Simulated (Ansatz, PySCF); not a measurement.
Constitutional and geometric isomers with formula CH4B2O. Gas-phase values, no solvent. One relaxed conformer stands for each flexible species; it need not be the lowest. Strings in code marks are SMILES.

Quantity: vertical ionisation energy (energy after one electron is removed minus that of the parent at the parent's geometry), in eV.

Level 1: B3LYP-D3(BJ)/def2-TZVP (PySCF)
Level 2: PBE-D3(BJ)/def2-TZVP // B3LYP-D3(BJ)/def2-TZVP (PySCF)
Level 3: frozen-core MP2/cc-pVTZ // B3LYP-D3(BJ)/def2-TZVP (Ansatz, an electronic-structure program)
Level 4: minus the HOMO energy of B3LYP-D3(BJ)/def2-TZVP (PySCF)

```csv
species,level 1,level 2,level 3,level 4
`OC1BB1`,9.18,9.19,9.35,6.73
`BB1CO1`,10.33,10.17,10.50,7.75
`BBC=O`,9.62,9.39,10.15,7.03
```
